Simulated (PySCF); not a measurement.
**Two-dimensional NMR puzzle**

Compound of formula C$_{6}$H$_{8}$OSi. Correlations simulated from computed shifts and the bond graph:

HSQC (one-bond C–H):
| δH | δC |
| --- | --- |
| 6.17 | 138.3 |
| 6.12 | 140.9 |
| 4.10 | 56.8 |
| 1.36 | 28.1 |

COSY cross peaks (H two or three bonds apart, from the bond graph; peaks can be absent where the dihedral angle is near 90°):
| δH | δH |
| --- | --- |
| 6.17 | 6.12 |
| 6.12 | 1.36 |
| 4.10 | 1.36 |

HMBC (two and three bonds, from the bond graph):
| δH | δC |
| --- | --- |
| 6.17 | 140.9, 75.6, 56.8, 28.1 |
| 6.12 | 138.3, 75.6, 56.8, 28.1 |
| 4.89 | 75.6 |
| 4.10 | 140.9, 138.3, 75.6, 56.8, 28.1 |
| 1.36 | 140.9, 138.3, 75.6, 56.8 |

Carbons without hydrogens: δ 75.6.

- GFN2-xTB geometry
- shielding tensors at PBE0/pcSseg-1 (GIAO)
- program: PySCF 2.14
- single conformer, gas phase, one averaged value for each set of equivalent atoms, non-relativistic

Referencing at the same level of theory: $^{1}$H (σref 31.72), $^{13}$C (σref 186.93) against TMS.

Exchangeable hydrogens are left out of these lists.

Problem. Assemble the structure.

Solution. `InChI=1S/C6H8OSi/c8-7-6-2-1-3-4(6)5(3)6/h1-5H,8H3/t3-,4+,5-,6-`.

Structure with atom numbers: `[SiH3:1][O:2][C@@:3]12[CH:4]=[CH:5][C@H:6]3[C@@H:7]1[C@@H:8]23` (H(Xn): hydrogen on atom n).

1. δC 140.9 is C5, an alkene CH (δH 6.12).
2. δC 138.3 is C4, an alkene CH (δH 6.17).
3. δC 75.6 is C3, a three-membered-ring carbon.
4. δC 56.8 is C7/C8, a three-membered-ring carbon (δH 4.10).
5. δC 28.1 is C6, a three-membered-ring carbon (δH 1.36).
6. HMBC from δH 6.17 reaches the proton-free carbon C3.
7. HMBC from δH 6.12 reaches the proton-free carbon C3.
8. HMBC from δH 4.89 reaches the proton-free carbon C3.
9. HMBC from δH 4.10 reaches the proton-free carbon C3.
10. COSY links 6.17–6.12, 6.12–1.36, 4.10–1.36.

The shifts were computed for this structure.

Shifts are as computed. Against solution values, carbons near 30 ppm lie about +3 ppm off and those near 130 ppm about +5 ppm. Of 1211 compounds with measured shifts, 218 miss one by over three times the rms of a fit or turn the order of signals round; such compounds aren't used in these exercises.
